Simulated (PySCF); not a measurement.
How methods differ on the ionisation energy of Mo²⁺

Mo²⁺ [Kr] 4d4 (5D) → Mo³⁺ [Kr] 4d3 (4F), as a difference of total energies. Computed with PySCF 2.14 in def2-QZVPPD with the def2 core potential (28 electrons), with scalar relativity through the core potential. Correlated levels: valence: 4s2 4p6 frozen; valence and next inner shell: nothing frozen outside the core potential. The calculations carry no spin-orbit coupling.

| method | ionisation energy (eV) |
| --- | --- |
| UHF | 26.079 |
| LDA | 27.546 |
| PBE | 27.328 |
| PBE0 | 27.251 |
| r2SCAN | 27.121 |
| MN15 | 27.227 |
| PBEsol | 27.339 |
| M06-2X | 27.251 |
| PW91 | 27.394 |
| MP2 (valence) | 26.635 |
| SCS-MP2 (valence) | 26.265 |
| MP2 (valence and next inner shell) | 27.098 |
| SCS-MP2 (valence and next inner shell) | 26.764 |

Q: How much does correlation contribute at MP2 (valence and next inner shell)?

A: 27.098 − (26.079) = 1.019 eV, measured against UHF.

The reference lies between the lowest fine-structure levels, while these numbers refer to the centres of the terms.

Errors of the correlated levels include the incompleteness of this basis and the frozen core.

For comparison: 27.13 ± 0.12 eV (semi-empirical (NIST evaluation); NIST Atomic Spectra Database, ionization energies).
